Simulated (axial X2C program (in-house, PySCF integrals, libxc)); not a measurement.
Working with the constants of LiSr⁻

A bond curve at the PBE0 level, 2c, was computed with an axial X2C code built on PySCF integrals (basis Sr dyall-acv3z [14s13p9d6f1g], Li dyall-av3z [9s9p3d] (cores contracted in-house)) for the state Ω = 0 (closed shell). Its fit gives Re = 3.8838 Å, ωe = 143.0 cm⁻¹, ωexe = 1.45 cm⁻¹ and αe = 2.323e-03 cm⁻¹; the masses are 87.9056 and 7.0160 u. Two-component means X2C with spin–orbit coupling and atomic mean-field Coulomb and Gaunt terms.

Task: Find the reduced mass, Be and the force constant.

Result: From the PBE0 values: μ = 6.4974 u. Be = 16.8576/(μ Re²) = 0.172 cm⁻¹. k = 5.8918×10⁻⁷ μ ωe² = 0.0783 mdyn/Å.

Task: Where do the fundamental and the first overtone lie?

Result: ν(1←0) = ωe − 2ωexe = 140.1 cm⁻¹; ν(2←0) = 2ωe − 6ωexe = 277.3 cm⁻¹.

Task: A Morse curve ties αe to the other constants (Pekeris). How well does that hold?

Result: αe(Morse) = 6Be²/ωe × (√(ωexe/Be) − 1) = 2.363e-03 cm⁻¹; the PBE0 curve gives 2.323e-03 cm⁻¹, a ratio of 1.02.

Task: Estimate the centrifugal constant by the Kratzer relation.

Result: D = 4Be³/ωe² = 9.95e-07 cm⁻¹.

Task: Estimate De from a Morse curve and compare with the computed well depth of 0.574 eV to Sr + Li-.

Result: De(Morse) = ωe²/(4ωexe) = 0.437 eV against 0.574 eV computed, a ratio of 0.76. The extrapolation falls short: long-range attraction (ionic or ion–induced dipole) or a change of character along the curve can cause this.

The state is one determinant whose occupation by symmetry is held fixed; it was picked as the lowest of a PBE0 search that is not exhaustive. De is counted from the lowest determinant-based energies of the atoms at the same level, without counterpoise correction. PBE0 can misorder states that lie within some tenths of an eV, so this need not be the ground state of the molecule. The nearest other 2c determinant of the search, Ω = 2, lies 0.45 eV up at the distance of the search. The highest occupied level of some functionals is positive through self-interaction error; at Hartree–Fock it is bound.
